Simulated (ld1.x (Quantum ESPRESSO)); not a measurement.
## Ranking RRKJ potentials for N (Z = 7)

All share these settings but for the change named:

* Element: nitrogen (N)
* Generator: ld1.x (Quantum ESPRESSO) 7.5
* Type: norm-conserving RRKJ (Kleinman–Bylander form)
* Functional: PBE
* Relativity: scalar-relativistic
* Frozen core: [He]
* Valence charge: 5
* Reference configuration: 2s2 2p2.5 (charge +0.5)
* Partial waves: 2s (bound): rc 1.00 bohr; 3d channel at 0.05 Ry: rc 1.05 bohr; 2p (bound): rc 1.25 bohr
* Local potential: the p channel
* Core correction: Bessel-smoothed model core inside 0.80 bohr

Cutoff: the first of the cutoffs (Ry, on a coarse ladder) from which the occupation-weighted sum of valence levels, in a spherical-Bessel basis at the reference potential, stays within 10 and 1 mRy of its value at 400 Ry; the density cutoff is not measured.

The base gives 80 Ry.

Of 12 variants that were run, those that failed, showed a ghost or another fault, or gave nearly equal values are left out.

A variant can come out equal or close to the base.

(1) Rank these variants from softest to hardest (loose cutoff).
A. wave 3d channel at 0.05 Ry: rc 1.05 bohr becomes 3d channel at 0.19 Ry: rc 1.05 bohr
B. reference 2s1 2p4
C. all radii but the core radius scaled by about 0.74 (s 0.74, p 0.92, d 0.78 bohr)
D. type PAW; waves now 2s (bound): rcut 0.85, rcutus 1.00 bohr; 2s channel at 2.8 Ry: rcut 0.85, rcutus 1.00 bohr; 2p (bound): rcut 1.10, rcutus 1.25 bohr; 2p channel at -0.2 Ry: rcut 1.10, rcutus 1.25 bohr; 3d channel at 0.05 Ry: rc 1.05 bohr; local potential the d channel; augmentation PSQ, inside the norm-conserving radii

Answers

(1) D (45 Ry), B (70 Ry), A (80 Ry), C (110 Ry).
